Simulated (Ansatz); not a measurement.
`F[CH2][AlH][I]` + H₂O → `[OH][AlH][CH2]F` + HI at 600 K and 1 bar (formal hydrolysis of the Al–I bond).

Gas-phase electronic energies from Ansatz, PBE0-D4/def2-TZVP geometries. CBS: MP2 limit from def2 TZ/QZ plus the TZ coupled-cluster correction, frozen cores. This one scheme is used for every species. Elements past krypton have def2 core potentials. For I outer-core shells are correlated without core-valence functions, which leaves a few kJ/mol of doubt a bond. Each species was taken in one conformer, which may not be the lowest.

| species | CCSD(T)/CBS energy (Eh) | H − E (kJ/mol) | S (J/(mol·K)) |
| --- | --- | --- | --- |
| `F[CH2][AlH][I]` | -679.13942 | 144.8 | 417.6 |
| H₂O | -76.37941 | 76.8 | 212.8 |
| `[OH][AlH][CH2]F` | -457.47532 | 181.4 | 400.8 |
| HI | -298.03592 | 31.6 | 227.0 |

H − E and S are ideal-gas, rigid-rotor, harmonic terms from PBE0-D4/def2-TZVP, for one conformer and one mirror image of each species. 1 Eh = 2625.50 kJ/mol, R = 8.31446 J/(mol·K).

Problem. By hand: ΔE, ΔH, ΔS and ΔG.

Solution. ΔE = (-457.47532) + (-298.03592) − (-679.13942) − (-76.37941) = 0.00759 Eh = 19.9 kJ/mol. Δ(H − E) = 181.4 + 31.6 − 144.8 − 76.8 = -8.6, so ΔH = 11.3 kJ/mol. ΔS = 400.8 + 227.0 − 417.6 − 212.8 = -2.6 J/(mol·K). ΔG = 11.3 − 600 × (-2.6)/1000 = 12.9 kJ/mol.

Problem. By hand: the equilibrium constant, and the temperature at which ΔG would vanish if ΔH and ΔS stayed fixed.

Solution. log₁₀ K = −ΔG/(RT ln 10) = -1.1. ΔH and −TΔS have one sign here, so there is no such temperature.

The number of gas molecules stays the same, so ΔS is small and ΔH decides. A doubt of 5 kJ/mol in ΔE shifts log₁₀ K by 0.4 here. Other conformers and mirror images would add mixing entropy, several J/(mol·K) or more a flexible species. Modes under 60 cm⁻¹, often nearly free rotors, make the harmonic entropy too high. These are equilibria of isolated gas molecules and say nothing of rates. Largest T1 diagnostic: 0.012 (customary marks: 0.02 for closed shells, 0.045 for open ones).

ΔS is within the doubt of such terms, so its sign, and with it that verdict, could turn.
